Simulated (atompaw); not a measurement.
An all-electron radial function and its pseudo partner (tungsten)

Columns: radius, all-electron u(r) and pseudo u(r) of the 6s shell (level -4.78 eV) of tungsten in the configuration [Kr] 4d10 4f14 5s2 5p6 5d4 6s2 6p0; PBEsol, non-relativistic, PAW (atompaw) scheme, atompaw 4.2.0.5.

```
r (bohr)  all-electron   pseudo
   0.106        0.0246   0.1770
   0.212        0.0710   0.3404
   0.317       -0.1289   0.4770
   0.423       -0.1633   0.5801
   0.529       -0.0504   0.6421
   0.635        0.0963   0.6612
   0.740        0.2097   0.6397
   0.846        0.2704   0.5824
   0.952        0.2792   0.4971
   1.058        0.2472   0.3926
   1.163        0.1875   0.2794
   1.269        0.1103   0.1631
   1.375        0.0250   0.0515
   1.481       -0.0620  -0.0515
   1.587       -0.1461  -0.1438
   1.692       -0.2239  -0.2244
   1.798       -0.2952  -0.2958
   1.904       -0.3583  -0.3585
   2.010       -0.4132  -0.4132
   2.115       -0.4596  -0.4596
   2.221       -0.4987  -0.4987
   2.327       -0.5307  -0.5307
   2.433       -0.5560  -0.5560
   2.538       -0.5752  -0.5752
   2.644       -0.5893  -0.5893
   2.750       -0.5986  -0.5986
```

Task: How many radial nodes do the two functions have?

Result: The all-electron 6s function has n − l − 1 = 5 (the table is too coarse to show those close to the nucleus); the pseudo-wave has 1, since 1 lower shell of the same l stays in the valence.

Task: At about which radius was the pseudo-wave matched?

Result: 2.00 bohr, where the columns begin to agree (steps of 0.11 bohr).

Task: Is the pseudo-wave norm-conserving?

Result: No, it belongs to a PAW set: the norm inside the radius is not constrained, and the difference is carried by the augmentation charge.
